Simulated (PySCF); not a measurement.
Start geometry of `B(F)(F)F` from GFN2-xTB (Å):
```
atom  x, y, z in Å
F1    -1.0852   -0.5864    0.7044
B2    -0.0031   -0.0032    0.3145
F3     1.1248   -0.4764    0.7083
F4     0.0015    1.0407   -0.4706
```

Task: What comes out of this run: PySCF, PBE0-D3(BJ)/def2-SVP geometry optimisation, gas phase?

Result: 
```
atom  x, y, z in Å
F1    -1.0138   -0.7937    0.5966
B2     0.0397   -0.0739    0.3007
F3     1.2309   -0.4653    0.6784
F4    -0.0978    1.0380   -0.3772
```

The energy falls by 1.2 kcal/mol over 13 energy and gradient evaluations, the largest force component goes from 0.0280 to 3.0e-04 Eh/bohr, and the atoms move by 0.027 Å rms after alignment. The bond that changes most is B2–F3 (three-coordinate boron to boron-bound fluorine), which lengthens by 0.025 Å. Bonds longer at the end by more than 0.005 Å: 2 of 3; shorter: 0. Among the angles that change most is F1–B2–F4, from 123.1° to 119.9°. Rotational constants go from 11021, 10208, 5299 to 10358, 10324, 5170 MHz. The orientation of the end geometry is arbitrary; only internal coordinates are fixed.

The run used 56 basis functions and 71 SCF cycles in all. On an Arm Neoverse V2 with one thread, shared host, this took 6.8 s and 0.28 GiB of memory at its peak.

Not checked by PBE0-D3(BJ)/def2-SVP frequencies.
